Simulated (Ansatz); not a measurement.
Input for Ansatz (a first-principles code): R-MP2/def2-TZVPPD on ClHTe (SMILES Cl[TeH]), atoms moved off the minimum. Elements past Kr take the def2 small-core potentials; no spin–orbit coupling. Files ending in .json are basis or fitting sets from the Basis Set Exchange. The run froze 14 orbitals, filled d shells among them.

Ansatz 0.2 input:
```yaml
crystal:
  periodic: [false, false, false]
  atoms:
    - {symbol: Te, position_ang: [-0.39118143, -0.36216978, 0.43256564]}
    - {symbol: H, position_ang: [-1.35043664, -0.84942689, -0.79024786]}
    - {symbol: Cl, position_ang: [0.97905955, 0.98459414, -1.08852716]}
basis:
  gaussian:
    orbitals: def2-TZVPPD.json
magnetization: {spin_polarized: false}
correlation: {method: mp2, electrons: outside_noble_gas}
scf: {lower_state_search: off}
output: {forces: true}
```

It printed:

```
WARN ansatz: RAYON_NUM_THREADS=1 ignored (pool sized by the plan → 1); use --threads N
Functional definition: HF
these checks for a lower state are left out or cut short: starts, cluster_reference, orbital_swaps, neighbouring_geometries, increment
integrals: 0.10 GiB planned
915 factors; integrals over basis functions are off by at most 1.1e-3 eV
mean field: 0.34 GiB planned
mean field evaluation 1: about -19784.6945 eV, gradient 1.4e1 eV
mean field evaluation 2: about -19784.7375 eV, gradient 1.4e1 eV
mean field evaluation 4: about -19785.4043 eV, gradient 1.5e0 eV
mean field evaluation 8: about -19785.4168 eV, gradient 1.2e-4 eV
mean field -19785.41678962 eV, -727.1006559812 hartree, gradient 1.6e-6 eV, S^2 0.000000; 0 other end points of the search recorded, 0 dependent functions left out
14 core orbitals not correlated
reference -19785.41678962 eV, -727.1006559812 hartree; 7, 7 occupied and 106, 106 virtual orbitals, 915 factors
densities: 0.29 GiB planned
second order -8.88458174 eV of doubles, -0.00000000 eV of singles
the calculation of the forces begins
mean field evaluation 16: about -19785.4168 eV, gradient 1.6e-6 eV
Total energy: -19794.30137136 eV, -727.4271583381 hartree
Atom 0 at    -0.391181    -0.362170     0.432566 Å, force     1.006839     0.873952    -0.537001 eV/Å
Atom 1 at    -1.350437    -0.849427    -0.790248 Å, force    -0.276466    -0.149644    -0.306165 eV/Å
Atom 2 at     0.979060     0.984594    -1.088527 Å, force    -0.730373    -0.724308     0.843166 eV/Å
Dipole moment:    -0.300029    -0.279368     0.255122 e Å
Checks for a lower state left out: starts, cluster_reference, orbital_swaps, neighbouring_geometries, increment
```

The run converged.

Cost: roughly 5 core-seconds.
